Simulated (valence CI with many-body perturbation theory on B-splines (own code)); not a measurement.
Valence orbitals of Hg59+

Calculated by configuration interaction combined with many-body perturbation theory (CI+MBPT): three valence electrons over a frozen Dirac-Fock core [Ar], a basis of 7 s, 7 p, 8 d, 6 f, 4 g, 1 h functions for each j, with the one-electron correlation potential Σ1, the two-electron term Σ2, the three-electron term Σ3, Breit, model QED; selected CI, second order for the rest, scaled by the run's own slope (own B-spline code, finite nucleus).

No measured spectrum was set against this ion. As an estimate, large intervals hold to a few tenths of a per cent, small ones and those within an open d or f shell to about a per cent. Excitations out of the core, of the other parity, are not computed and may begin above about 258 eV (a cautious bound); beyond it only levels of the ground parity were kept, without lifetimes. Only levels of the ground parity were solved; by the run's estimate the other parity begins above the list, which can be wrong where configurations are misplaced.

These are the spectroscopic orbitals of the CI (the correlating ones are not listed), shaped by the core and the other valence electrons. h is the expectation value of the core's Dirac-Fock operator, without the valence repulsion; Σ1 is computed up to l = 3 at one energy for each symmetry, that of its lowest orbital but kept below the first core excitation, so for empty shells it is not the orbital's own correlation shift; Breit and QED include the response of the core.

```
Orbital  h (hartree)  Σ1 (cm⁻¹)  Breit (cm⁻¹)  QED (cm⁻¹)  ⟨r⟩ (bohr)
  4s1/2      -144.84      -8827         22959       18024      0.3280
  5s1/2      -89.116      -3401         10977        8835      0.5324
  6s1/2      -60.339      -1711          5993        4939      0.7875
  4p1/2      -141.27     -11664         36797        1254      0.3209
  5p1/2      -87.345      -4202         17945         637      0.5280
  6p1/2      -59.337      -2070          9877         362      0.7857
  4p3/2      -134.18     -10557         20557        2657      0.3392
  5p3/2      -83.874      -4016         10175        1339      0.5507
  6p3/2      -57.384      -2017          6289         761      0.8131
  3d3/2      -239.28     -22551         44329       -2838      0.1492
  4d3/2      -129.39     -11618         17206        -810      0.3180
  5d3/2      -81.557      -4454          8394        -361      0.5346
  3d5/2       -235.1     -19865         23986        -544      0.1532
  4d5/2      -127.78     -10806          9244        22.1      0.3229
  5d5/2      -80.751      -4076          4464        48.7      0.5406
  4f5/2      -123.54     -30266          2988        -677      0.2843
  5f5/2      -78.789     -11519          1291        -315      0.5060
  4f7/2      -122.93     -22777           385        -297      0.2866
  5f7/2      -78.463      -8734           275        -122      0.5088
  5g7/2      -77.318                      293        -105      0.4523
  5g9/2      -77.158                    -36.7        -6.2      0.4539
```

Among the shells of the start configuration 3d3, Σ1 is largest in size for 3d3/2, where it is 0.043 % of h.

Lowest root of each symmetry, sizes in configuration state functions:

```json
{"J": "1/2", "Parity": "even", "Roots": "2", "Reference": "54", "Variational": "2141", "Second order": "226", "Change by selected CI (cm⁻¹)": "-6566", "Change by second order (cm⁻¹)": "0"}
{"J": "3/2", "Parity": "even", "Roots": "5", "Reference": "90", "Variational": "3916", "Second order": "2400", "Change by selected CI (cm⁻¹)": "-6652", "Change by second order (cm⁻¹)": "0"}
{"J": "5/2", "Parity": "even", "Roots": "5", "Reference": "102", "Variational": "4712", "Second order": "2521", "Change by selected CI (cm⁻¹)": "-4804", "Change by second order (cm⁻¹)": "0"}
{"J": "7/2", "Parity": "even", "Roots": "3", "Reference": "89", "Variational": "4528", "Second order": "505", "Change by selected CI (cm⁻¹)": "-5765", "Change by second order (cm⁻¹)": "-1"}
{"J": "9/2", "Parity": "even", "Roots": "3", "Reference": "68", "Variational": "3854", "Second order": "424", "Change by selected CI (cm⁻¹)": "-5621", "Change by second order (cm⁻¹)": "0"}
{"J": "11/2", "Parity": "even", "Roots": "1", "Reference": "37", "Variational": "2591", "Second order": "561", "Change by selected CI (cm⁻¹)": "-5706", "Change by second order (cm⁻¹)": "-1"}
```
